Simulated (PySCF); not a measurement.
C3INS.
SMILES: `IC(C#N)=C=S`

Theory: PySCF 2.14.0, PBE0-D3(BJ)/def2-SVP geometry optimisation, gas phase, def2 core potentials past Kr.

Masses are those of the commonest isotopes; rigid-rotor values at the optimised geometry. 

Problem. Give the principal moments of inertia and the rotational constants in MHz.

Solution. Ia = 250.08, Ib = 522.70, Ic = 772.78 u·Å²; 505379 MHz·u·Å²/I gives A = 2021, B = 966.9, C = 654.0 MHz.

Problem. What kind of rotor is it?

Solution. An asymmetric top: κ = (2 × 966.9 − 2021 − 654.0)/(2021 − 654.0) = -0.54.

Problem. What does the inertial defect say?

Solution. Planar: Δ = Ic − Ia − Ib = 0.00 u·Å². For a rigid frame Δ = −2 Σ m c², so it vanishes when all atoms lie in the ab plane; here none is more than 0.01 Å from it.

Problem. Give the coordinates in the principal-axis frame, origin at the centre of mass.

Solution. The sense of each axis is arbitrary; atoms in the order of the calculation.
```
atom  mass (u)   a (Å)   b (Å)   c (Å)
  N1    14.003  -0.811  -3.207  -0.001
  C2    12.000  -0.780  -2.045   0.000
  C3    12.000  -0.721  -0.637   0.003
  I4   126.904   1.160   0.319   0.000
  C5    12.000  -1.786   0.152   0.003
  S6    31.972  -3.016   1.087  -0.001
```

Problem. List the rotational levels J(Ka,Kc) to J = 3 (MHz).

Solution. Above 0(0,0):
J = 1: 1(0,1) 1621, 1(1,1) 2675, 1(1,0) 2988
J = 2: 2(0,2) 4803, 2(1,2) 5604, 2(1,1) 6542, 2(2,1) 9704, 2(2,0) 9764
J = 3: 3(0,3) 9439, 3(1,3) 9962, 3(1,2) 11832, 3(2,2) 14567, 3(2,1) 14853, 3(3,1) 20654, 3(3,0) 20661

Problem. Which types of transition are allowed, and where do some lines up to J = 3 fall?

Solution. The dipole components are |μa| = 0.31 D, |μb| = 3.75 D, |μc| = 0.00 D; the mirror of this Cs structure is the ab plane, so μc vanishes by symmetry and there are no c-type lines. Intensities carry the squares of the components, which stand as 0.01 : 1.00 (a : b). Some lines, for components of 0.1 D or more:

```tsv
type	branch	J(Ka,Kc)	MHz	lower level (cm⁻¹)
a	Q	2(1,1) ← 2(1,2)	939	0.187
b	Q	1(1,0) ← 1(0,1)	1367	0.054
b	Q	2(1,1) ← 2(0,2)	1740	0.160
a	Q	3(1,2) ← 3(1,3)	1870	0.332
b	R	3(1,2) ← 2(2,1)	2128	0.324
b	Q	3(1,2) ← 3(0,3)	2394	0.315
b	Q	3(2,1) ← 3(1,2)	3021	0.395
b	Q	2(2,0) ← 2(1,1)	3222	0.218
a	R	2(1,1) ← 1(1,0)	3555	0.100
b	R	3(0,3) ← 2(1,2)	3835	0.187
b	R	2(1,2) ← 1(0,1)	3983	0.054
b	Q	3(2,2) ← 3(1,3)	4604	0.332
a	R	3(0,3) ← 2(0,2)	4636	0.160
a	R	3(2,2) ← 2(2,1)	4863	0.324
a	R	3(2,1) ← 2(2,0)	5089	0.326
b	R	3(1,3) ← 2(0,2)	5160	0.160
a	R	3(1,2) ← 2(1,1)	5290	0.218
b	R	2(2,1) ← 1(1,0)	6717	0.100
b	R	3(3,0) ← 2(2,1)	10957	0.324
```

Stationary, but not proved a minimum. These are rigid-rotor constants of the computed structure; measured ground-state constants (B0) also hold zero-point vibration. Quadrupole hyperfine structure (14N, 127I) is left out.
